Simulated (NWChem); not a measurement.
# Ionisation of C$_{4}$H$_{6}$Si

SMILES: C(=C)C#C[SiH3]
```xyz
11

C     -2.8737     0.5677     0.9116
C     -2.1477    -0.2255     0.1042
C     -0.7321    -0.1602    -0.0388
C      0.4828    -0.1275    -0.1820
Si     2.3019    -0.0698    -0.3882
H     -2.4051     1.3383     1.5293
H     -3.9595     0.4603     0.9705
H     -2.6561    -0.9874    -0.5003
H      2.9700    -0.3479     0.9154
H      2.7169     1.2799    -0.8666
H      2.7317    -1.0927    -1.3836
```
Charge 0, spin multiplicity 1.

All runs are NWChem calculations. The geometry was optimised at B3LYP/def2-SVP, a minimum by its harmonic frequencies. It is one conformer; others weren't searched.

Basis set: def2-TZVP. The species with one electron less has spin multiplicity 2 and keeps the geometry of the parent. Δ marks differences of total energies (open shells unrestricted). The time of a Δ row sums both runs. −ε marks an orbital energy of the parent. That orbital need not have the symmetry of the hole or added electron in the Δ rows.

Relative cost: rough, from shared machines, SCF included, G0W0@PBE = 1.

B3LYP has NWChem's definition, with VWN1-RPA local correlation. GW and range-separated runs recompute their integrals, the others keep them in memory, which bears on the times. The structure started from a generated list of species. The stability of the SCF solutions was not checked.

```
method             first vertical ionisation energy (eV)  relative cost
-----------------  -------------------------------------  -------------
G0W0@PBE                                            8.81              1
G0W0@LDA (SVWN5)                                       ?        under 3
−ε(HOMO) of B3LYP                                      ?        under 3
−ε(HOMO) of HF                                         ?        under 3
−ε(HOMO) of PBE                                     6.19        under 3
G0W0@PBE0                                              ?        under 3
ΔPBE                                                8.99              5
```

Question: Fill in the missing entries.

Answer: 
- G0W0@LDA (SVWN5), first vertical ionisation energy (eV): 8.85
- −ε(HOMO) of B3LYP, first vertical ionisation energy (eV): 6.98
- −ε(HOMO) of HF, first vertical ionisation energy (eV): 9.37
- G0W0@PBE0, first vertical ionisation energy (eV): 9.12
